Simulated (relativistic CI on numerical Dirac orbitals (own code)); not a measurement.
**Calculated levels, Nd⁴⁸⁺**

Calculated at this level of theory: Dirac-Coulomb-Breit CI, orbitals from a KLI potential per configuration, model QED (radiative potential, 1s self-energy scaled to tabulated hydrogen-like ionisation energies), unscaled Slater integrals (own radial code, finite nucleus).

Configuration list (outside the closed core [Ne]): 3s2, 3s 3p, 3p2, 3s 3d, 3d2, 3p 3d, 3p 4s, 3d 4s, 3s 4s, 3s 4p, 3s 4d, 3s 4f, 3s 5s, 3s 5p, 3s 5d, 3s 5f, 4s2, 3s 5g, 3s 6s, 3s 6p, 3s 6d. Levels of other configurations are missing.

| No. | Configuration | Term | J | E (eV) | % | Next component (%) | Landé g |
| --- | --- | --- | --- | --- | --- | --- | --- |
| 1 | 3s2 | 1S | 0 | 0.00 | 99 | 1 3p2 1S |  |
| 2 | 3s 3p | 3P° | 0 | 100.86 | 100 |  |  |
| 3 | 3s 3p | 3P° | 1 | 111.90 | 78 | 22 1P° | 1.378 |
| 4 | 3s 3p | 3P° | 2 | 238.71 | 100 |  | 1.492 |
| 5 | 3p2 | 3P | 0 | 242.95 | 71 | 28 1S |  |
| 6 | 3s 3p | 1P° | 1 | 268.60 | 77 | 22 3P° | 1.104 |
| 7 | 3p2 | 1D | 2 | 369.14 | 58 | 29 3P | 1.136 |
| 8 | 3p2 | 3P | 1 | 370.23 | 100 |  | 1.493 |
| 9 | 3s 3d | 3D | 1 | 404.14 | 100 |  | 0.491 |
| 10 | 3s 3d | 3D | 2 | 411.01 | 82 | 11 1D | 1.148 |
| 11 | 3s 3d | 3D | 3 | 435.22 | 100 |  | 1.325 |
| 12 | 3s 3d | 1D | 2 | 448.61 | 71 | 16 3D | 1.081 |
| 13 | 3p 3d | 3F° | 2 | 513.24 | 76 | 20 1D° | 0.750 |
| 14 | 3p2 | 3P | 2 | 516.87 | 55 | 39 1D | 1.268 |
| 15 | 3p2 | 1S | 0 | 529.50 | 70 | 28 3P |  |
| 16 | 3p 3d | 3D° | 1 | 539.64 | 56 | 26 1P° | 0.801 |
| 17 | 3p 3d | 3P° | 2 | 558.48 | 46 | 33 3D° | 1.266 |
| 18 | 3p 3d | 3F° | 3 | 559.46 | 59 | 20 3D° | 1.109 |
| 19 | 3p 3d | 3D° | 2 | 660.52 | 48 | 31 1D° | 1.017 |
| 20 | 3p 3d | 3P° | 0 | 668.78 | 100 |  |  |
| 21 | 3p 3d | 3F° | 3 | 668.92 | 41 | 32 3D° | 1.131 |
| 22 | 3p 3d | 3P° | 1 | 669.32 | 64 | 33 3D° | 1.148 |
| 23 | 3p 3d | 3F° | 4 | 682.50 | 100 |  | 1.242 |
| 24 | 3p 3d | 3P° | 2 | 692.78 | 51 | 32 1D° | 1.267 |
| 25 | 3p 3d | 1F° | 3 | 709.20 | 52 | 48 3D° | 1.152 |
| 26 | 3p 3d | 1P° | 1 | 718.79 | 70 | 18 3P° | 1.027 |
| 27 | 3d2 | 3F | 2 | 817.90 | 79 | 18 1D | 0.737 |
| 28 | 3d2 | 3P | 0 | 837.61 | 79 | 20 1S |  |
| 29 | 3d2 | 3F | 3 | 845.80 | 100 |  | 1.075 |
| 30 | 3d2 | 3P | 2 | 855.90 | 49 | 35 1D | 1.182 |
| 31 | 3d2 | 1G | 4 | 856.62 | 55 | 45 3F | 1.105 |
| 32 | 3d2 | 3P | 1 | 859.42 | 100 |  | 1.493 |
| 33 | 3d2 | 3F | 4 | 881.86 | 55 | 45 1G | 1.130 |
| 34 | 3d2 | 3P | 2 | 889.04 | 49 | 46 1D | 1.223 |
| 35 | 3d2 | 1S | 0 | 913.62 | 79 | 20 3P |  |
| 36 | 3s 4s | 3S | 1 | 1922.28 | 100 |  | 1.993 |
| 37 | 3s 4s | 1S | 0 | 1933.84 | 100 |  |  |
| 38 | 3s 4p | 3P° | 0 | 1975.33 | 99 | 1 3p 4s 3P° |  |
| 39 | 3s 4p | 3P° | 1 | 1976.38 | 68 | 31 1P° | 1.333 |
| 40 | 3s 4p | 1P° | 1 | 2026.96 | 48 | 24 3P° | 1.197 |
| 41 | 3s 4p | 3P° | 2 | 2031.21 | 100 |  | 1.495 |
| 42 | 3p 4s | 3P° | 0 | 2043.49 | 99 | 1 3s 4p 3P° |  |
| 43 | 3p 4s | 3P° | 1 | 2051.25 | 53 | 20 1P° | 1.296 |
| 44 | 3s 4d | 3D | 1 | 2090.62 | 100 |  | 0.496 |
| 45 | 3s 4d | 3D | 2 | 2091.46 | 68 | 32 1D | 1.108 |

Energies count from the lowest computed level; ° marks odd parity.

The mean weight of the leading LS term, summed over parents, in these 45 levels is 76 %, and that of the leading jj configuration (from the same eigenvectors) 96 %, so jj coupling describes them better and the LS labels are nominal.

At this charge energies of transitions that change n are usually good to better than 1 %, and those within a shell (Δn = 0) to a few per cent.

LS names give the leading component of a level, which can be under half, so a name can repeat, a term be missing and a line seem to break the LS rules.
